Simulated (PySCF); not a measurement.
Ge(H)(Me) (CH4Ge), SMILES [GeH][CH3] (connectivity only; charge and spin as stated), neutral, multiplicity 1.

The structure is a stationary point at ωB97X-D3(BJ)/def2-TZVP.

All values below come from B3LYP/def2-TZVPD (PySCF).

Symmetry labels are those of the subgroup Cs that the program uses (full group Cs).

**Question.** List the valence orbital energies around the gap with their symmetry. (An estimate is asked for; the answer gives what the named calculation found.)

**Answer.** 
```json
[
 {"orbital": "HOMO−7", "symmetry": "A'", "energy (eV)": "-32.55"},
 {"orbital": "HOMO−6", "symmetry": "A'", "energy (eV)": "-32.48"},
 {"orbital": "HOMO−5", "symmetry": "A'", "energy (eV)": "-18.94"},
 {"orbital": "HOMO−4", "symmetry": "A'", "energy (eV)": "-13.32"},
 {"orbital": "HOMO−3", "symmetry": "A'", "energy (eV)": "-11.12"},
 {"orbital": "HOMO−2", "symmetry": "A\"", "energy (eV)": "-11.03"},
 {"orbital": "HOMO−1", "symmetry": "A'", "energy (eV)": "-8.20"},
 {"orbital": "HOMO", "symmetry": "A'", "energy (eV)": "-6.24"},
 {"orbital": "LUMO", "symmetry": "A\"", "energy (eV)": "-2.83"},
 {"orbital": "LUMO+1", "symmetry": "A'", "energy (eV)": "-0.03"},
 {"orbital": "LUMO+2", "symmetry": "A'", "energy (eV)": "0.74"},
 {"orbital": "LUMO+3", "symmetry": "A'", "energy (eV)": "1.31"}
]
```
